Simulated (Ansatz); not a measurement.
C₂₆H₂₀⁻, that is tetraphenylethylene with one electron more. Total charge -1; doublet. Geometry r2SCAN-D4/def2-SVP, that of the neutral singlet.

```xyz
46

C    -1.773   -0.623    4.326
C    -2.011   -1.465    3.234
C    -1.343   -1.259    2.027
C    -0.418   -0.206    1.886
C     0.314    0.011    0.611
C    -0.314   -0.011   -0.611
C    -1.795    0.019   -0.744
C    -2.577    0.927   -0.004
C    -3.964    0.958   -0.150
C    -4.600    0.082   -1.037
C    -3.834   -0.815   -1.789
C    -2.445   -0.839   -1.653
C     0.438   -0.066   -1.892
C     1.508   -0.963   -2.072
C     2.196   -1.019   -3.285
C     1.832   -0.177   -4.342
C     0.763    0.709   -4.181
C     0.065    0.757   -2.972
C     1.774    0.254    0.750
C     2.547   -0.535    1.625
C     3.918   -0.312    1.766
C     4.541    0.718    1.053
C     3.779    1.526    0.201
C     2.412    1.296    0.049
C    -0.167    0.617    3.001
C    -0.846    0.418    4.204
H    -2.298   -0.784    5.272
H    -2.722   -2.292    3.324
H    -1.531   -1.919    1.176
H    -2.083    1.613    0.689
H    -4.553    1.674    0.430
H    -5.688    0.105   -1.149
H    -4.322   -1.500   -2.489
H    -1.849   -1.537   -2.248
H     1.794   -1.623   -1.249
H     3.021   -1.727   -3.406
H     2.374   -0.220   -5.292
H     0.467    1.367   -5.004
H    -0.776    1.447   -2.853
H     2.062   -1.337    2.189
H     4.504   -0.945    2.439
H     5.614    0.898    1.170
H     4.254    2.344   -0.349
H     1.820    1.930   -0.617
H     0.562    1.428    2.912
H    -0.648    1.078    5.054
```

Single mean-field runs in def2-TZVP are fitted with def2-universal-jkfit. At PBE-D4/def2-TZVP, PBE0-D4/def2-TZVP, r2SCAN0-D4/def2-TZVP the highest occupied level of the charge -1 doublet lies above zero (up to 1.09 eV). By energy differences its removal costs 0.68 eV (vertical, to the charge 0 singlet, at PBE-D4/def2-TZVP); self-interaction error and the lack of diffuse functions both raise the level.

Q: Estimate the α-spin orbital energies around the gap (eV) in Ansatz with PBE-D4/def2-TZVP, PBE0-D4/def2-TZVP, r2SCAN0-D4/def2-TZVP.

A: 
```csv
orbital,PBE-D4/def2-TZVP,PBE0-D4/def2-TZVP,r2SCAN0-D4/def2-TZVP
HOMO−5,-2.99,-4.00,-4.14
HOMO−4,-2.87,-3.88,-4.01
HOMO−3,-2.83,-3.82,-3.95
HOMO−2,-2.69,-3.65,-3.78
HOMO−1,-1.43,-2.29,-2.44
HOMO,1.09,0.66,0.57
LUMO,1.75,2.59,2.67
LUMO+1,1.87,2.67,2.73
LUMO+2,2.11,2.90,2.98
LUMO+3,2.19,3.11,3.20
LUMO+4,2.24,3.18,3.28
LUMO+5,2.40,3.36,3.46
β HOMO,-1.21,-1.91,-1.92
β LUMO,1.36,2.22,2.35
```
